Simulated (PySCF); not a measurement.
**Computed properties of CH₅F₂NOSi, SMILES NC[Si](O)(F)F**

CH5F2NOSi, SMILES F[Si](CN)(O)F. Coordinates come from a PBE0-D3(BJ)/def2-SVP optimisation. This is a generated structure with no PubChem entry under its InChIKey; it may be hypothetical. The values are those of a single conformer. All values are computed for the isolated molecule unless a solvent is named; none is compared with measurement here.

**Structure.** All 27 harmonic modes at PBE0-D3(BJ)/def2-SVP (PySCF) are real, so it is a minimum. With heavy atoms numbered as in [NH2:1][CH2:2][Si:3]([OH:4])([F:5])[F:6], the shortest bond between them is N1–C2 at 1.461 Å and the longest C2–Si3 at 1.855 Å.

**Vibrations.** The strongest infrared lines (harmonic, unscaled, degenerate partners summed) lie at 869 cm⁻¹ (375 km/mol, H 63 %, N 22 %), 947 cm⁻¹ (168 km/mol, Si 49 %, F 47 %), 983 cm⁻¹ (165 km/mol, Si 47 %, O 35 %, F 10 %). The softest mode is at 55 cm⁻¹ and the zero-point energy is 47.7 kcal/mol.

**Electronic structure.** r2SCAN/def2-TZVP (PySCF) places the frontier levels at -5.83 and 0.21 eV, a gap of 6.04 eV, and gives a dipole moment of 1.36 D and a mean polarisability of 45.8 bohr³. PBE/def2-TZVP (PySCF) at the same geometry gives -5.56 and -0.48 eV, so its gap is 0.96 eV narrower. An orbital gap is neither the optical nor the fundamental gap.

**Excitations.** TDA-M06-2X/def2-SVPD (PySCF) has S1 at 6.22 eV (199 nm, f = 0.002, weak); the most intense of the 10 singlets computed lies at 7.15 eV (f = 0.07). T1 (TDA) is at 6.01 eV, 0.21 eV under S1. TDA-PBE/def2-SVPD (PySCF) puts S1 at 4.84 eV. No vertical singlet excitation falls in the visible range (under 3.1 eV).

**NMR.** GIAO shifts at HF/pcSseg-1 (PySCF) (non-relativistic, atoms alike by connectivity averaged): ¹³C at 22.2 ppm against TMS; ¹H from 0.5 to 3.0 ppm against TMS; ²⁹Si at -51.3 ppm against TMS; ¹⁹F at -123.0 ppm against CFCl3.

**Solvation.** SMD-M06-2X/def2-SVP (PySCF) gives -7.6 kcal/mol in water, -6.2 kcal/mol in chloroform, -3.6 kcal/mol in toluene (1 M in both phases, gas-phase geometry); of these solvents water holds the molecule best.
